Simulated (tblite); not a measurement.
Method: GFN2-xTB as coded in tblite; computed harmonic values from a numerical Hessian at the method's own geometry, unscaled. Against measured fundamentals such values can be off by several per cent, at times by over 20. Modes of hydrogen on silicon can be 10 to 20 % off. One conformer each. Thermal functions are those of the rigid rotor and harmonic oscillator, without mixing of conformers.

**Question.** Order these by their heat capacity Cp at 200 K, highest first (cal/(mol K)).
A. `CN(C)C(=O)[C@H]1C=C[SiH2][SiH2]1`
B. `CC(C)[SiH2][C@@H](F)C=O`
C. `C=N/C=N/[SiH2]N(C)[SiH3]`
D. `[Si@H](C=O)([C@H](C)F)CC`
E. `C=C(C)[C@@H]1CC[C@@H]1N[SiH2]F`

**Answer.** A (37.2), C (34.7), E (33.9), D (32.4), B (31.5).

```json
{"SMILES": "CN(C)C(=O)[C@H]1C=C[SiH2][SiH2]1", "atoms": "23", "mass (u)": "171.05", "symmetry number": "1", "modes under 300 cm⁻¹": "9", "ZPE (kcal/mol)": "108.0", "S translation (cal/(mol K))": "39.4", "S rotation": "29.2", "S vibration": "27.1", "S": "95.6", "Cp": "37.2"}
{"SMILES": "C=N/C=N/[SiH2]N(C)[SiH3]", "atoms": "19", "mass (u)": "145.05", "symmetry number": "1", "modes under 300 cm⁻¹": "10", "ZPE (kcal/mol)": "83.7", "S translation (cal/(mol K))": "38.9", "S rotation": "28.8", "S vibration": "30.3", "S": "98.0", "Cp": "34.7"}
{"SMILES": "C=C(C)[C@@H]1CC[C@@H]1N[SiH2]F", "atoms": "24", "mass (u)": "159.09", "symmetry number": "1", "modes under 300 cm⁻¹": "8", "ZPE (kcal/mol)": "122.4", "S translation (cal/(mol K))": "39.1", "S rotation": "29.3", "S vibration": "28.4", "S": "96.9", "Cp": "33.9"}
{"SMILES": "CC[Si@@H](C=O)[C@H](C)F", "atoms": "19", "mass (u)": "134.06", "symmetry number": "1", "modes under 300 cm⁻¹": "10", "ZPE (kcal/mol)": "92.8", "S translation (cal/(mol K))": "38.6", "S rotation": "28.2", "S vibration": "27.5", "S": "94.4", "Cp": "32.4"}
{"SMILES": "CC(C)[SiH2][C@@H](F)C=O", "atoms": "19", "mass (u)": "134.06", "symmetry number": "1", "modes under 300 cm⁻¹": "9", "ZPE (kcal/mol)": "91.9", "S translation (cal/(mol K))": "38.6", "S rotation": "28.1", "S vibration": "23.5", "S": "90.3", "Cp": "31.5"}
```

Entropies and Cp are for 200 K and 1 bar.
